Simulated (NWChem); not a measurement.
System: MoH₂S₂O₂; SMILES [O]=[Mo](=[O])([SH])[SH]

```xyz
7

Mo     0.0000     0.0000     0.3218
O      0.0480    -1.3824     1.2569
O     -0.0480     1.3824     1.2569
S      1.9402    -0.0236    -0.9759
H      1.9067     1.3123    -1.1990
S     -1.9402     0.0236    -0.9759
H     -1.9067    -1.3123    -1.1990
```
Atoms are numbered in this order, from 1.

Computed with NWChem. Medium grid unless said otherwise, to which SCAN and Minnesota functionals are sensitive. Coordinates come from a PBE0/def2-SVP optimisation. Not confirmed as a minimum by frequencies. def2 effective core potentials on Mo; no spin-orbit coupling. Hybrids' shares of exact exchange are those that their runs print; pure functionals count as 0. The functionals differ in more than this share.

| row | share of exact exchange | orbital gap (eV) |
|---|---|---|
| PBE/def2-SVP | 0.00 | 3.10 |
| r2SCAN/def2-SVP | 0.00 | 3.36 |
| B3LYP/def2-SVP | 0.20 | 4.44 |
| PBE0/def2-SVP | 0.25 | 4.85 |
| PW6B95/def2-SVP | 0.28 | withheld |

### Question
Fit a straight line of the last column on the one before it, predict the withheld value, and compare with the run.

### Answer

1. Means of the 4 shown rows: x = 0.113, y = 3.938. Slope Σ(x − x̄)(y − ȳ)/Σ(x − x̄)² = 0.3286/0.05188 = 6.335; intercept 3.225.
2. The shown rows scatter about the line by 0.098 (root mean square); the largest residual is +0.13, at r2SCAN/def2-SVP.
3. At x = 0.28 (PW6B95/def2-SVP; beyond the shown range) the line gives 5.00.
4. The run gives 4.95, -0.05 from the line, 0.5 times the scatter.
